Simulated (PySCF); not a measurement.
C4BrF3O.
Atom-mapped SMILES: `[O:1]=[c:2]1[c:3]([Br:4])[c:5]1[C:6]([F:7])([F:8])[F:9]`

Level of theory: TDDFT CAM-B3LYP/def2-SVPD, vertical, gas phase, core orbitals frozen in the response in PySCF. Geometry: PBE0-D3(BJ)/def2-SVP; no solvent, vibrations or thermal averaging. The CAM-B3LYP/def2-SVPD calculation is non-relativistic and has no spin–orbit coupling, an omission that weighs most on bromine. Torsions of this conformer, `[O:1]=[c:2]1[c:3]([Br:4])[c:5]1[C:6]([F:7])([F:8])[F:9]`: C3–C5–C6–F7 -130°.

Kohn–Sham orbitals with the atoms that hold most of them (Löwdin shares over 4%, at most four atoms; ? is withheld):

| orbital | ε (eV) | atoms |
| --- | --- | --- |
| HOMO-3 | -12.16 | Br4 43%, O1 26%, C3 17%, C2 10% |
| HOMO-2 | -11.05 | Br4 72%, C3 11%, O1 7%, C5 7% |
| HOMO-1 | -10.32 | ? |
| HOMO | ? | ? |
| LUMO | -1.04 | C3 34%, C5 33%, Br4 12%, C2 6% |
| LUMO+1 | -0.22 | Br4 61%, C3 21%, C5 6%, C2 6% |
| LUMO+2 | 0.84 | Br4 37%, C2 13%, C3 11%, C6 11% |

Give the leading atoms of the HOMO-1.

Br4 (bonded to C) 39%; O1 (bonded to C) 20%; C5 (bonded to 3 C) 17%; C3 (bonded to Br and 2 C) 14%. By element: bromine 39%, carbon 31% or more, oxygen 20%.

Give the leading atoms of the HOMO.

O1 (bonded to C) 46%; C2 (bonded to 2 C and O) 14%; Br4 (bonded to C) 13%; C3 (bonded to Br and 2 C) 12%. By element: oxygen 46%, carbon 26% or more, bromine 13%.

What is the HOMO energy, and the HOMO–LUMO gap?

ε(HOMO) = -9.36 eV; the gap is 8.33 eV (0.3061 hartree).

How does S1 compare with the orbital gap of 8.33 eV?

S1 is at 4.51 eV (f = 0.0002), 3.81 eV below the gap, made of HOMO→LUMO (98%). Without the coupling terms of the response equations the lowest excitation would equal the gap.

One configuration dominates each of S1, S4 and S6. Which, and how do the shares of the two leading atoms of either orbital change from the occupied to the empty one?

- S1 (4.51 eV, f 0.0002), HOMO→LUMO (98%): O1 46% → at most 6%, C2 14% → 6%, C3 12% → 34%, C5 at most 13% → 33%
- S4 (6.26 eV, f 0.0004), HOMO-2→LUMO (91%): Br4 72% → 12%, C3 11% → 34%, C5 7% → 33%
- S6 (6.43 eV, f 0.0001), HOMO-1→LUMO+1 (88%): Br4 39% → 61%, O1 20% → at most 6%, C3 14% → 21%
